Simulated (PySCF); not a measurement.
Bonds (- single, = double, # triple, : aromatic): C1-C2, C2-O3, C2-C4, C4-Si5, Si5-C6, C6-Si7, Si7-C4. C1 carries H8, H9, H10; C2 carries H11; O3 carries H12; C4 carries H13; Si5 carries H14, H15; C6 carries H16, H17; Si7 carries H18, H19. Stereochemistry as in C[C@H](O)C1[SiH2]C[SiH2]1. H14, H16, H19 are cis to C2 on the ring; H15, H17, H18 are trans to C2 on the ring.

PySCF calculation with geometry: GFN2-xTB and PBE0/pcSseg-1 with gauge-including orbitals; no solvent model, one conformer, non-relativistic, fast rotation and ring inversion assumed for equivalent nuclei.

References, each an isolated molecule treated in the same way: 13C, 1H, 29Si vs TMS; 17O against H2O.

| atoms | nucleus | count | Hirshfeld charge | δ (ppm) |
| --- | --- | --- | --- | --- |
| H16 | 1H | 1 | 0.03 | 0.45 |
| C6 | 13C | 1 | -0.26 | -9.7 |
| H11 | 1H | 1 | 0.04 | 3.93 |
| Si5 | 29Si | 1 | 0.34 | ? |
| H12 | 1H | 1 | 0.16 | ? |
| H18 | 1H | 1 | -0.08 | 4.79 |
| H15 | 1H | 1 | -0.08 | ? |
| C4 | 13C | 1 | -0.21 | ? |
| H8/H9/H10 | 1H | 3 | 0.04 | 1.12 |
| H19 | 1H | 1 | -0.08 | 4.66 |
| H14 | 1H | 1 | -0.07 | 4.95 |
| C2 | 13C | 1 | 0.04 | 72.4 |
| C1 | 13C | 1 | -0.13 | 29.0 |
| Si7 | 29Si | 1 | 0.34 | -35.0 |
| O3 | 17O | 1 | -0.22 | ? |
| H17 | 1H | 1 | 0.03 | 0.52 |
| H13 | 1H | 1 | 0.03 | 1.31 |

Complete the table.

Answers


- C4: 33.7 ppm, sp3 CH bonded to 2 Si
- H15: 4.86 ppm, hydrogen on a silicon bonded to 2 C, in a 4-membered ring
- H12: -0.37 ppm, hydrogen on an alcohol oxygen; exchangeable; this is the value without hydrogen bonding to other molecules
- O3: 96.4 ppm, alcohol oxygen
- Si5: -33.2 ppm, silicon bonded to 2 C, 2 H, in a 4-membered ring

OH/NH shifts are gas-phase values; hydrogen bonding in solution moves them, usually downfield. Shifts are as computed. Against solution values, carbons near 30 ppm lie about +3 ppm off and those near 130 ppm about +5 ppm. Of 1309 compounds with measured shifts, 239 miss one by over three times the rms of a fit or turn the order of signals round; such compounds aren't used in these exercises. Experimental scales use liquid or dissolved standards, which lie at an offset from isolated H2O (liquid H2O: subtract about 36 ppm).
